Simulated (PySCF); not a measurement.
Cartesian coordinates in Å; atom numbers follow the order of the lines, from 1:
```xyz
16

C    -0.9670   -2.0484    0.4139
O     0.0607   -1.0873    0.3925
B    -0.1703    0.2460    0.3058
O    -1.4362    0.7185    0.2600
C    -1.7945    2.0708    0.1589
S     1.2919    1.3571    0.2482
Si    2.8113   -0.1689    0.2765
H    -0.9316   -2.6458   -0.5108
H    -0.8072   -2.7235    1.2680
H    -1.9582   -1.5800    0.5000
H    -2.1866    2.4300    1.1235
H    -2.5862    2.1742   -0.5983
H    -0.9416    2.7047   -0.1329
H     4.0989    0.5850    0.2149
H     2.7772   -0.9668    1.5345
H     2.7205   -1.0675   -0.9091
```

Relativity neglected, gas phase, averaged over atoms made equivalent by symmetry, fast rotation or ring inversion, single conformer. σ from GIAO-CAM-B3LYP/pcSseg-1; PBE0-D3(BJ)/def2-SVP geometry; PySCF 2.14.

Scale: TMS for ¹³C (182.45 ppm) and ¹H (31.33 ppm) and ²⁹Si (343.41 ppm); ¹⁷O (338.55 ppm) against H2O; ¹¹B (99.35 ppm) against BF3·OEt2; CS2 for ³³S (487.21 ppm) (reference shieldings calculated alike).

```csv
atoms,nucleus,count,δ (ppm)
S6,³³S,1,-255
B3,¹¹B,1,29.3
O2/O4,¹⁷O,2,?
Si7,²⁹Si,1,-54.8
H14/H15/H16,¹H,3,?
C1/C5,¹³C,2,53.4
H8/H9/H10/H11/H12/H13,¹H,6,3.80
```

Q: Fill in the missing shifts.

A: 
- H14/H15/H16: 4.37 ppm, hydrogen on a silicon bonded to S
- O2/O4: 104.0 ppm, oxygen bonded to C, B

Shifts are as computed, not scaled to solution data. Of 1211 compounds with measured shifts, 218 miss one by over three times the rms of a fit or turn the order of signals round; such compounds aren't used in these exercises. Experimental scales use liquid or dissolved standards, which lie at an offset from isolated H2O (liquid H2O: subtract about 36 ppm).
